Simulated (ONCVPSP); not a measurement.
# xenon: one change to an ONCV potential, before and after

```
Element                 : Xe
Generator               : ONCVPSP 4.0.1
Type                    : optimised norm-conserving Vanderbilt (ONCV)
Functional              : LDA (Perdew-Wang 92)
Relativity              : scalar-relativistic
Frozen core             : [Ar] 3d10
Valence charge          : 26
Reference configuration : 4s2 4p6 4d10 5s2 5p6
Partial waves           : 4s+5s: rc 1.35 bohr, ncon 3, nbas 7, qcut 7.7 1/bohr, 3 projectors, debl 0.6 Ha; 4p+5p: rc 1.25 bohr, ncon 5, nbas 9, qcut 13.5 1/bohr, 2 projectors; 4d: rc 1.40 bohr, ncon 4, nbas 8, qcut 11.5 1/bohr, 3 projectors, debl 1.5 Ha
Local potential         : polynomial inside 1.15 bohr (lpopt 5, dvloc0 1 Ha)
Core correction         : Teter function, fcfact 1.75, rcfact 1.1
```

In the s channel the program set the typed energies aside and used -7.239, -0.734, 0.250 Ha. In the d channel the program set the typed energies aside and used -2.185, 0.250, 1.750 Ha.

Change: p: qcut 8.8.

Cutoffs: the cutoffs (Ha) at which the residual kinetic energy of the hardest occupied pseudo-wave falls to 1 and 0.1 mHa per electron; they do not see the model core or the augmentation charge, which bear on the density cutoff. Errors are all-electron minus pseudo energies relative to the spin-unpolarised reference configuration.

Problem. Predict the effect on cutoff, ghosts and configuration errors.

Solution. The potential gets softer (61 Ha and 72 Ha → 49 Ha and 56 Ha); the errors of the 4 common tests hardly move; neither file shows a bound ghost. The waves are optimised to have the least kinetic energy above qcut, so the cutoff follows it (qcut²/2 in Ha).

| quantity | base | changed |
| --- | --- | --- |
| cutoff, loose | 61 Ha | 49 Ha |
| cutoff, tight | 72 Ha | 56 Ha |
| loose cutoff by channel | s 24 Ha, p 61 Ha, d 49 Ha | s 24 Ha, p 30 Ha, d 49 Ha |
| bound ghosts | none | none |
| GHOST(+) flags under 300 eV | none | none |
| error for 4s2 4p6 4d10 5s2 5p5, meV [ΔE 12.70 eV] | -3.1 | -3.1 |
| error for 4s2 4p6 4d10 5s2 5p4, meV [ΔE 34.64 eV] | -8.5 | -8.7 |
| error for 4s2 4p6 4d10 5s2 5p3, meV [ΔE 66.60 eV] | -17 | -17 |
| error for 4s2 4p6 4d10 5s2 5p2, meV [ΔE 109.23 eV] | -27 | -29 |
| s: phases at 1.37 bohr within 0.05 rad from the reference energy up to (Ha; the scan ends near 5) | to the end of the scan | to the end of the scan |
| p: phases at 1.27 bohr within 0.05 rad from the reference energy up to (Ha; the scan ends near 5) | to the end of the scan | to the end of the scan |
| d: phases at 1.42 bohr within 0.05 rad from the reference energy up to (Ha; the scan ends near 5) | to the end of the scan | to the end of the scan |
| rms error of d²Exc/dni dnj with the model core, mHa | 2.79 | 2.72 |
